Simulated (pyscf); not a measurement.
Structures and frequencies: ωB97X-D3(BJ)/def2-SVP in PySCF.

SMILES: [OH][GeH2][Sn]([Cl])([Cl])[Cl]
```xyz
9

O      1.3071    -1.2322    -0.8462
Ge     1.6338     0.0549     0.3278
Sn    -0.5274     1.4413     0.1427
Cl    -1.2134     0.8504    -2.0243
Cl    -0.3704     3.7602     0.1586
Cl    -2.2977     0.9212     1.5534
H      0.7769    -0.9315    -1.5983
H      2.8149     0.9431    -0.0813
H      1.8054    -0.5958     1.6970
```

**Question.** What is the homolytic dissociation enthalpy (298 K, ωB97M-D3(BJ)/def2-TZVP) of the Ge–Sn bond of `[OH][GeH2][Sn]([Cl])([Cl])[Cl]`, to HO–GeH₂• + Cl–Sn•(Cl)–Cl?

**Answer.** Ge–Sn to HO–GeH₂• + Cl–Sn•(Cl)–Cl: 56.5 kcal/mol. The 7 functionals that were run give +51.5 (PBE) to +66.4 kcal/mol (ωB97X-D3(BJ)/def2-TZVP). Other isomers of HO–GeH₂• were not searched in full and may lie lower. Elements up to Kr have no core potential and no relativistic terms here. Elements past Kr carry the def2 core potentials, without spin-orbit coupling.
